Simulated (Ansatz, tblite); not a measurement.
Removing and adding an electron: Cu13Cl2 (relaxed from a model of Cu13(Cl)2, whose bonding it doesn't keep). Charge 0, multiplicity 2. Geometry: r2SCAN-D4/def2-SVP. Ansatz, gas phase; energy differences of separate SCF runs; the oxidised species is a triplet (the singlet lies 0.04 eV higher at PBE0-D4/def2-TZVP); the reduced species is a triplet (the singlet lies 0.18 eV higher at PBE0-D4/def2-TZVP).

```xyz
15

Cu   -0.056   -0.200   -0.155
Cu    1.832    0.213   -1.512
Cu    0.118    2.083   -0.899
Cu   -0.235   -2.462    0.609
Cu   -1.980   -0.753    1.096
Cu   -1.717   -1.534   -1.188
Cu   -0.449    0.026   -2.509
Cu    0.353   -0.405    2.209
Cu    1.644    1.127    0.882
Cu   -0.894    1.571    1.218
Cu   -1.987    0.937   -0.902
Cu    1.880   -1.317    0.608
Cu    0.742   -1.955   -1.530
Cl    2.535    2.386   -1.093
Cl   -1.788    0.283    3.166
```

The xTB rows come from tblite. Single mean-field runs in def2-TZVP are fitted with def2-universal-jkfit. HOMO above LUMO, or a gap near zero within one spin, warns that the state may not be the lowest or that an electron is smeared out. No other spin state of charge 0 was run. At BLYP-D4/def2-TZVP a singlet of charge 1 lies 0.08 eV below the triplet at the same geometry.

```json
{"level": "GFN1-xTB", "−HOMO (eV)": "–", "vertical IE (eV)": "13.34", "−LUMO (eV)": "–", "vertical EA (eV)": "9.12", "HOMO–LUMO gap (eV)": "–", "IE − EA (eV)": "4.22", "remarks": "–"}
{"level": "BLYP-D4/def2-TZVP", "−HOMO (eV)": "4.04", "vertical IE (eV)": "5.89", "−LUMO (eV)": "3.79", "vertical EA (eV)": "2.07", "HOMO–LUMO gap (eV)": "0.25", "IE − EA (eV)": "3.82", "remarks": "gap within one spin near zero (-1 triplet), lower spin may lie lower (+1 triplet)"}
```

Question: Estimate the rows for GFN2-xTB, PBE-D4/def2-TZVP.

Answer: 
```json
{"level": "GFN2-xTB", "−HOMO (eV)": "–", "vertical IE (eV)": "9.40", "−LUMO (eV)": "–", "vertical EA (eV)": "–", "HOMO–LUMO gap (eV)": "–", "IE − EA (eV)": "–", "remarks": "–"}
{"level": "PBE-D4/def2-TZVP", "−HOMO (eV)": "4.17", "vertical IE (eV)": "5.97", "−LUMO (eV)": "3.94", "vertical EA (eV)": "2.23", "HOMO–LUMO gap (eV)": "0.22", "IE − EA (eV)": "3.74", "remarks": "gap within one spin near zero (-1 triplet)"}
```

Run but left out: PBE0-D4/def2-TZVP (doublet: ⟨S²⟩ 1.08, where a pure state has 0.75).   HOMO and LUMO are the levels of the spin that leaves or enters (xTB has no such levels and no spin-polarisation term). Other spin states of the ions may lie lower, which would lower the ionisation energy or raise the affinity. Raw xTB energy differences between charge states are shifted by several eV; the methods need an empirical correction for them. Sets without diffuse functions give affinities that are too small.
